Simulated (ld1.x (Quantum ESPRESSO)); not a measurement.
## Varying the TM potential for tin (Sn)

Base potential:

- Element: Sn
- Generator: ld1.x (Quantum ESPRESSO) 7.5
- Type: norm-conserving Troullier–Martins (Kleinman–Bylander form)
- Functional: PBEsol
- Relativity: scalar-relativistic
- Frozen core: [Kr] 4d10
- Valence charge: 4
- Reference configuration: 5s2 5p2
- Partial waves: 5s (bound): rc 1.55 bohr; 5p (bound): rc 2.80 bohr; 5d channel at 0.05 Ry: rc 3.05 bohr
- Local potential: all-electron potential smoothed inside 2.15 bohr (lloc = -1)
- Core correction: Bessel-smoothed model core inside 1.20 bohr

All-electron outer shells of the reference configuration (PBEsol, scalar-relativistic, ld1.x):

```tsv
shell	level (eV)	outermost node (bohr)	outermost maximum (bohr)
4p	-89.56	0.41	0.79
4d	-25.79	0.39	0.88
5s	-10.59	0.98	2.01
5p	-3.71	1.09	2.55
```

Cutoffs, loose and tight: the cutoffs (Ry, on a coarse ladder) from which the occupation-weighted sum of valence levels, in a spherical-Bessel basis at the reference potential, stays within 10 and 1 mRy of its value at 400 Ry. They do not see the model core or the augmentation charge, which bear on the density cutoff. Test errors are all-electron minus pseudo excitation energies from the reference, over the configurations 5s2 5p1; 5s2 5p0; 5s1 5p0; 5s1 5p2; 5s2 5p2.3; 5s0 5p4; 5s1 5p3. A dash means not determined; rows that change the core or the reference have their own tests.

```csv
change,outcome,"cutoff, loose","cutoff, tight",bound ghosts,largest test error (meV)
base,generated,35 Ry,100 Ry,none,-315
functional LDA (PZ),generated,35 Ry,100 Ry,none,-290
local potential the p channel,generated,35 Ry,100 Ry,none,-308
fully relativistic,generated,35 Ry,100 Ry,none,-305
wave 5p (bound): rc 2.80 bohr becomes 5p (bound): rc 3.42 bohr,generated,35 Ry,100 Ry,none,-387
wave 5d channel at 0.05 Ry: rc 3.05 bohr becomes 5d channel at 0.05 Ry: rc 3.14 bohr,generated,35 Ry,100 Ry,none,-315
"all radii but the core radius scaled by about 1.41 (s 2.18, p 3.94, d 4.30 bohr); local potential all-electron potential smoothed inside 3.02 bohr (lloc = -1)",generated,18 Ry,30 Ry,none,-538
wave 5d channel at 0.05 Ry: rc 3.05 bohr becomes 5d channel at -0.13 Ry: rc 3.05 bohr,generated,35 Ry,100 Ry,none,-315
wave 5s (bound): rc 1.55 bohr becomes 5s (bound): rc 1.42 bohr,generated,45 Ry,160 Ry,none,-297
```

**Question.** What comes out with this change to the base: type PAW; waves now 5s (bound): rcut 1.35, rcutus 1.55 bohr; 5s channel at 1.45 Ry: rcut 1.35, rcutus 1.55 bohr; 5p (bound): rcut 2.45, rcutus 2.80 bohr; 5p channel at 2.15 Ry: rcut 2.45, rcutus 2.80 bohr; 5d channel at 0.05 Ry: rcut 2.65, rcutus 3.05 bohr; 5d channel at 0.4 Ry: rcut 2.65, rcutus 3.05 bohr; local potential all-electron potential smoothed inside 2.70 bohr (lloc = -1); augmentation BG, radius 1.45 bohr?

**Answer.** outcome: failed: new_paw_hamiltonian: negative rho. Cause: the spherical valence density built from the smooth waves and the augmentation charge turned negative at some radius.

**Question.** What comes out with this change to the base: core correction none?

**Answer.** outcome: generated; cutoff, loose: 35 Ry; cutoff, tight: 100 Ry; bound ghosts: none; largest test error (meV): +103.
